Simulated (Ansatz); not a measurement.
Reaction (atomization): `F[Si](Cl)O[SiH3]`• → Cl• + F• + 3 H• + O• + 2 Si•

Calculated with Ansatz (gas phase, PBE0-D4/def2-TZVP geometries, no zero-point term in ΔE). CBS: MP2 limit from def2 TZ/QZ plus the TZ coupled-cluster correction, frozen cores. This one scheme is used for every species, atoms too. For atomizations the MP2-based limit and the directly extrapolated one differ by several kJ/mol either way, and by 10 to 25 for some Ge, Se and Sn compounds, so smaller differences from it don't rank the levels. Functionals use def2-TZVPP. B3LYP here is the variant with VWN-RPA as its local correlation; programs differ in this. No spin–orbit coupling; open shells (•) take unrestricted orbitals. Spin–orbit coupling would lower the free atoms: a little for Cl, F, O, Si. One conformer a species, not always the lowest.

`F[Si](Cl)O[SiH3]`•:

```xyz
8

F     2.322   -0.099   -0.761
Si    1.025    0.600   -1.371
Cl    0.645   -0.268   -3.185
O    -0.219    0.346   -0.382
Si   -0.810   -0.059    1.104
H    -0.049    0.662    2.153
H    -0.679   -1.522    1.300
H    -2.235    0.341    1.142
```

Question: What is ΔE at CCSD(T)/CBS? (Best estimate.)

Answer: Computed: +2848.7 kJ/mol.

Question: What do these levels give: LDA (SPW92), CAM-B3LYP-D4, ωB97X-V, B2PLYP, revPBE, B3LYP? (Estimate.)

Answer: The calculation gave: LDA (SPW92) 3212.9, CAM-B3LYP-D4 2844.6, ωB97X-V 2851.0, B2PLYP 2799.1, revPBE 2716.5, B3LYP 2783.1 kJ/mol.

Largest T1 diagnostic among the species: 0.013.

From BLYP to BHLYP (50 % exact exchange), in def2-TZVPP and without D4, ΔE moves by −48.4 kJ/mol: exact exchange takes away binding that semilocal exchange gives to molecules. Leaving LDA and LC-ωPBE aside and taking each functional with its dispersion term where it has one, the values, not all of them listed here, spread over 109.4 kJ/mol, from BHLYP-D4 to r2SCAN-D4. LDA lies +388.9 kJ/mol from PBE without D4, its usual overbinding. At CCSD(T), def2-SVP lies −278.8 kJ/mol from the extrapolated value and def2-TZVPP −94.8 kJ/mol: correlation converges slowly with the basis, and small sets miss more of it in the bonded molecule than in its fragments.
